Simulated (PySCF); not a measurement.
## Two-component Hartree-Fock for Hg+ (mercury, charge +1)

Start: [Xe] 4f14 5d9 6s1 6p1; 5d3/2 filled at m_j = -3/2, -1/2, +1/2, +3/2; 5d5/2 filled at m_j = -3/2, -1/2, +1/2, +3/2, +5/2; 6s1/2 filled at m_j = +1/2; 6p3/2 filled at m_j = +3/2. Calculated with PySCF 2.14 in x2c-TZVPall-2c with one added diffuse shell each of s, p, d type (12s12p11d2f, 117 functions): generalised Hartree-Fock with the X2C-1e Hamiltonian and a Gaussian nucleus; spin-orbit coupling (SO) screened by Boettger's factors. This is a chosen level, not necessarily the ground level.

```json
{"spinor shell": "1s1/2", "electrons": "2", "ε, screened SO (eV)": "-83552.9", "weight of nominal j (screened SO)": "1.000", "rms radius, screened SO (bohr)": "0.0187"}
{"spinor shell": "2s1/2", "electrons": "2", "ε, screened SO (eV)": "-14970.7", "weight of nominal j (screened SO)": "1.000", "rms radius, screened SO (bohr)": "0.0755"}
{"spinor shell": "2p1/2", "electrons": "2", "ε, screened SO (eV)": "-14340.1", "weight of nominal j (screened SO)": "1.000", "rms radius, screened SO (bohr)": "0.0639"}
{"spinor shell": "2p3/2", "electrons": "4", "ε, screened SO (eV)": "-12386.9", "weight of nominal j (screened SO)": "1.000", "rms radius, screened SO (bohr)": "0.0720"}
{"spinor shell": "3s1/2", "electrons": "2", "ε, screened SO (eV)": "-3633.2", "weight of nominal j (screened SO)": "1.000", "rms radius, screened SO (bohr)": "0.193"}
{"spinor shell": "3p1/2", "electrons": "2", "ε, screened SO (eV)": "-3350.2", "weight of nominal j (screened SO)": "1.000", "rms radius, screened SO (bohr)": "0.184"}
{"spinor shell": "3p3/2", "electrons": "4", "ε, screened SO (eV)": "-2911.2", "weight of nominal j (screened SO)": "1.000", "rms radius, screened SO (bohr)": "0.201"}
{"spinor shell": "3d3/2", "electrons": "4", "ε, screened SO (eV)": "-2448.3", "weight of nominal j (screened SO)": "1.000", "rms radius, screened SO (bohr)": "0.176"}
{"spinor shell": "4s1/2", "electrons": "2", "ε, screened SO (eV)": "-847.87", "weight of nominal j (screened SO)": "1.000", "rms radius, screened SO (bohr)": "0.424"}
{"spinor shell": "4p1/2", "electrons": "2", "ε, screened SO (eV)": "-725.48", "weight of nominal j (screened SO)": "1.000", "rms radius, screened SO (bohr)": "0.429"}
{"spinor shell": "4p3/2", "electrons": "4", "ε, screened SO (eV)": "-618.02", "weight of nominal j (screened SO)": "1.000", "rms radius, screened SO (bohr)": "0.463"}
{"spinor shell": "4d3/2", "electrons": "4", "ε, screened SO (eV)": "-417.77", "weight of nominal j (screened SO)": "1.000", "rms radius, screened SO (bohr)": "0.475"}
{"spinor shell": "4d5/2", "electrons": "6", "ε, screened SO (eV)": "-396.98", "weight of nominal j (screened SO)": "1.000", "rms radius, screened SO (bohr)": "0.486"}
{"spinor shell": "5s1/2", "electrons": "2", "ε, screened SO (eV)": "-153.36", "weight of nominal j (screened SO)": "1.000", "rms radius, screened SO (bohr)": "0.967"}
{"spinor shell": "4f5/2", "electrons": "6", "ε, screened SO (eV)": "-136.58", "weight of nominal j (screened SO)": "0.999", "rms radius, screened SO (bohr)": "0.525"}
{"spinor shell": "4f7/2", "electrons": "8", "ε, screened SO (eV)": "-132.34", "weight of nominal j (screened SO)": "0.999", "rms radius, screened SO (bohr)": "0.527"}
{"spinor shell": "5p1/2", "electrons": "2", "ε, screened SO (eV)": "-111.18", "weight of nominal j (screened SO)": "0.999", "rms radius, screened SO (bohr)": "1.05"}
{"spinor shell": "5p3/2", "electrons": "4", "ε, screened SO (eV)": "-91.223", "weight of nominal j (screened SO)": "0.999", "rms radius, screened SO (bohr)": "1.14"}
{"spinor shell": "5d3/2", "electrons": "4", "ε, screened SO (eV)": "-31.928", "weight of nominal j (screened SO)": "0.957", "rms radius, screened SO (bohr)": "1.49"}
{"spinor shell": "5d5/2", "electrons": "5", "ε, screened SO (eV)": "-29.428", "weight of nominal j (screened SO)": "0.965", "rms radius, screened SO (bohr)": "1.55"}
{"spinor shell": "6s1/2", "electrons": "1", "ε, screened SO (eV)": "-21.289", "weight of nominal j (screened SO)": "0.996", "rms radius, screened SO (bohr)": "2.71"}
{"spinor shell": "6p3/2", "electrons": "1", "ε, screened SO (eV)": "-12.554", "weight of nominal j (screened SO)": "1.000", "rms radius, screened SO (bohr)": "3.50"}
```

Question: Where does 3d5/2 lie, and what is the 3d spin-orbit splitting (screened SO)?

Answer: At -2354.6 eV, 93.684 eV above 3d3/2.

| quantity | screened SO |
| --- | --- |
| E (hartree) | -19638.98565 |
| M_J | 9/2 |
| ⟨J²⟩ | 24.769 |
| ⟨L²⟩ | 12.187 |
| ⟨S²⟩ | 3.934 |

Each row is a mean over spinors that exchange with the open shell spreads, by up to 5.289 eV (5p3/2).

Breit and QED terms are absent; they matter most for the inner s and p1/2 levels.

Densities and radii are taken from the X2C orbitals without a picture-change correction, which distorts them close to the nucleus.
